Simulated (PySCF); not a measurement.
## Two-component Hartree-Fock for Hg (mercury, neutral)

Start: [Xe] 4f14 5d9 6s2 6p1; 5d3/2 filled at m_j = -3/2, -1/2, +1/2, +3/2; 5d5/2 filled at m_j = -3/2, -1/2, +1/2, +3/2, +5/2; 6p3/2 filled at m_j = +3/2. Calculated with PySCF 2.14 in x2c-TZVPall-2c with one added diffuse shell each of s, p, d type (12s12p11d2f, 117 functions): generalised Hartree-Fock with the X2C-1e Hamiltonian and a Gaussian nucleus; spin-orbit coupling (SO) screened by Boettger's factors. This is a chosen level, not necessarily the ground level.

```tsv
spinor shell	electrons	ε, screened SO (eV)	weight of nominal j (screened SO)	rms radius, screened SO (bohr)
1s1/2	2	-83544.1	1.000	0.0187
2s1/2	2	-14962.0	1.000	0.0755
2p1/2	2	-14331.3	1.000	0.0639
2p3/2	4	-12378.2	1.000	0.0720
3s1/2	2	-3624.4	1.000	0.193
3p1/2	2	-3341.4	1.000	0.184
3d3/2	4	-2439.5	1.000	0.176
3d5/2	6	-2345.8	1.000	0.180
4s1/2	2	-839.14	1.000	0.424
4p1/2	2	-716.71	1.000	0.429
4p3/2	4	-609.24	1.000	0.463
4d3/2	4	-408.99	1.000	0.475
4d5/2	6	-388.19	1.000	0.486
5s1/2	2	-144.65	1.000	0.967
4f5/2	6	-127.80	0.999	0.525
4f7/2	8	-123.56	0.999	0.527
5p1/2	2	-102.35	0.999	1.05
5p3/2	4	-82.392	0.999	1.14
5d3/2	4	-23.167	0.973	1.50
5d5/2	5	-20.714	0.978	1.57
6s1/2	2	-11.846	0.998	2.85
6p3/2	1	-5.051	1.000	4.25
```

Problem. Where does 3p3/2 lie, and what is the 3p spin-orbit splitting (screened SO)?

Solution. At -2902.4 eV, 438.97 eV above 3p1/2.

| quantity | screened SO |
| --- | --- |
| E (hartree) | -19639.35975 |
| M_J | 4 |
| ⟨J²⟩ | 20.013 |
| ⟨L²⟩ | 12.188 |
| ⟨S²⟩ | 2.183 |

Each row is a mean over spinors that exchange with the open shell spreads, by up to 5.004 eV (5p3/2).

Breit and QED terms are absent; they matter most for the inner s and p1/2 levels.

Densities and radii are taken from the X2C orbitals without a picture-change correction, which distorts them close to the nucleus.
